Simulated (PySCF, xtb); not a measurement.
ReO3Br, SMILES [O]=[Re](=[O])(=[O])[Br], multiplicity 1.

Harmonic wavenumbers (cm⁻¹) from GFN2-xTB (xtb 6.7.1) at its own minimum, in rising order: 151, 151, 202, 249, 249, 263, 866, 923, 923.

Question: What does PBE-D3(BJ)/def2-SVP in PySCF give at its own minimum? (The exact figures need the calculation; the answer reports its results.)

Answer: 160, 160, 240, 333, 333, 336, 969, 969, 995. Paired by order, the mean absolute difference is 58 cm⁻¹ and the zero-point energies are 5.7 and 6.4 kcal/mol.
